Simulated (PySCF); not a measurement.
Predicted microwave data (PBE0-D3(BJ)/def2-SVP geometry optimisation, gas phase (PySCF)) for one isomer of C3H8O2Si:

- Rotational constants: A = 9150, B = 1478, C = 1356 MHz
- Dipole components: |μa| = 1.57 D, |μb| = 0.14 D, |μc| = 1.04 D
- Inertial defect: -24.48 u·Å²
- κ: -0.97

**Question.** Which structure is it? (One computed conformer of each.)
A. `[CH2:1]=[CH:2][O:3][Si@H:4]([CH3:5])[OH:6]` with C1–C2–O3–Si4 -8°, C2–O3–Si4–C5 -65°, O3–Si4–O6–H 61°
B. `[CH2:1]=[C:2]([O:3][CH3:4])[O:5][SiH3:6]` with C1–C2–O3–C4 1°, C1–C2–O5–Si6 -179°
C. `[O:1]=[C:2]([OH:3])[CH2:4][CH2:5][SiH3:6]` with O1–C2–O3–H -1°, O1–C2–C4–C5 -23°, C2–C4–C5–Si6 52°
D. `[SiH3:1][O:2][CH:3]1[CH2:4][O:5][CH2:6]1` with Si1–O2–C3–C4 -91°, O2–C3–C4–O5 -124°, C3–C4–O5–C6 10°, C4–O5–C6–C3 -10°, O2–C3–C6–O5 127°
E. `[CH3:1][SiH2:2][O:3][C:4]([CH3:5])=[O:6]` with C1–Si2–O3–C4 -65°, Si2–O3–C4–C5 -179°
F. `[CH3:1]/[CH:2]=[CH:3]\[O:4][SiH2:5][OH:6]` with C2–C3–O4–Si5 -170°, C3–O4–Si5–O6 76°, O4–Si5–O6–H 64°

**Answer.** D. It is [SiH3]OC1COC1, a near-prolate asymmetric top, point group C1. The candidates at the same level (rigid rotor, commonest isotopes):

```tsv
SMILES	A (MHz)	B (MHz)	C (MHz)	μa (D)	μb (D)	μc (D)	Δ (u·Å²)	point group	rotor
C/C=C\O[SiH2]O	7721	1230	1228	0.14	0.40	0.78	-64.87	C1	–
C=C(OC)O[SiH3]	5172	1974	1467	1.10	1.74	0.00	-9.30	Cs	asymmetric top
[SiH3]OC1COC1	9150	1478	1356	1.57	0.14	1.04	-24.48	C1	near-prolate asymmetric top
C[SiH2]OC(C)=O	5908	1764	1560	0.02	0.89	1.07	-48.14	C1	near-prolate asymmetric top
O=C(O)CC[SiH3]	6093	1676	1389	1.89	1.50	0.05	-20.71	C1	asymmetric top
C=CO[Si@H](C)O	5014	1902	1549	0.22	1.15	1.46	-40.19	C1	asymmetric top
```

`O=C(O)CC[SiH3]` has A 33 % too low; `C[SiH2]OC(C)=O` has A 35 % too low; `C/C=C\O[SiH2]O` has B 17 % too low; `C=C(OC)O[SiH3]` has A 43 % too low; `C=CO[Si@H](C)O` has A 45 % too low. No structure here is proved a minimum.
